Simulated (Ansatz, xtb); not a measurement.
# CH6F2Ge2: which of two isomers lies lower

We compare X, `[CH3][GeH2][GeH]([F])[F]`, a singlet, with Y, `[CH3][Ge@H]([F])[GeH2][F]`, a singlet. Both are isolated molecules in the gas phase, relaxed with r2SCAN-D4/def2-SVP; the shapes shown needn't be the lowest conformers.

X (Å):

```yaml
atoms:
  - { symbol: C, position_ang: [1.1837, 0.4134, 0.6718] }
  - { symbol: F, position_ang: [-0.4913, -2.7700, -0.6066] }
  - { symbol: F, position_ang: [-0.6879, -0.7505, -2.4415] }
  - { symbol: Ge, position_ang: [-0.7621, 0.2893, 0.7493] }
  - { symbol: Ge, position_ang: [-1.3890, -1.3122, -0.9451] }
  - { symbol: H, position_ang: [1.6259, -0.5737, 0.8691] }
  - { symbol: H, position_ang: [1.5523, 1.1304, 1.4197] }
  - { symbol: H, position_ang: [1.4939, 0.7447, -0.3297] }
  - { symbol: H, position_ang: [-1.4357, 1.6348, 0.4367] }
  - { symbol: H, position_ang: [-1.2510, -0.2144, 2.1164] }
  - { symbol: H, position_ang: [-2.8207, -1.7594, -1.2839] }
```

Y (Å):

```yaml
atoms:
  - { symbol: C, position_ang: [-1.2414, -1.4590, -2.3585] }
  - { symbol: F, position_ang: [-2.9991, -0.1841, -0.3187] }
  - { symbol: F, position_ang: [1.6411, -0.9256, 0.0810] }
  - { symbol: Ge, position_ang: [-1.5966, -1.2342, -0.4649] }
  - { symbol: Ge, position_ang: [0.2142, -0.0625, 0.6410] }
  - { symbol: H, position_ang: [-2.0520, -2.0270, -2.8380] }
  - { symbol: H, position_ang: [-0.2923, -2.0004, -2.4925] }
  - { symbol: H, position_ang: [-1.1572, -0.4750, -2.8424] }
  - { symbol: H, position_ang: [-1.9923, -2.5481, 0.2331] }
  - { symbol: H, position_ang: [0.2450, -0.1440, 2.1755] }
  - { symbol: H, position_ang: [0.3855, 1.3891, 0.1633] }
```

Which of the two would you expect CCSD(T)/def2-SVP + ΔMP2/def2-TZVPP electronic energies to favour?

Structure X; the calculation gives E(Y) − E(X) = +0.183 eV.

Level by level:

```tsv
level	geometry	E(Y) − E(X) (eV)	departure from the last row (eV)	job, with rough time for the two
GFN2-xTB	GFN2-xTB	+0.053	−0.130	optimisation, 1.7 s
HF/STO-3G	GFN2-xTB	+0.160	−0.024	single point, 3.9 s
r2SCAN-D4/def2-SVP//GFN2-xTB	GFN2-xTB	+0.202	+0.018	single point, 16 s
r2SCAN-D4/def2-SVP	r2SCAN-D4/def2-SVP	+0.187	+0.004	optimisation, 5.9 min
HF/def2-SVP	r2SCAN-D4/def2-SVP	+0.117	−0.067	part of the CCSD(T) run
MP2/def2-SVP	r2SCAN-D4/def2-SVP	+0.208	+0.025	part of the CCSD(T) run
CCSD(T)/def2-SVP	r2SCAN-D4/def2-SVP	+0.194	+0.011	single point
CCSD(T)/def2-SVP + ΔMP2/def2-TZVPP	r2SCAN-D4/def2-SVP	+0.183		single point, 6 min
```

As drawn, both hold the same kinds of bond in the same numbers.

None of the levels shown reverses the order. The largest departure from CCSD(T)/def2-SVP + ΔMP2/def2-TZVPP is that of GFN2-xTB, 0.130 eV. The last row adds to CCSD(T) the change of the MP2 difference between the two basis sets, here −0.011 eV.

With harmonic frequencies from r2SCAN-D4/def2-SVP (ideal gas, rigid rotor, one conformer each, 400 K, 1 atm): on the last row, ΔE + ΔZPE = +0.177 eV. A mode under 50 cm⁻¹ makes harmonic enthalpies and free energies unreliable, so none is given.

The correlated steps freeze 21 core orbitals; the filled d shell of Ge is correlated, in a basis made for valence electrons. Run with Ansatz 0.2.0, xtb 6.7.1; the last row on 2 threads of AMD EPYC (Zen 3) on a shared host.
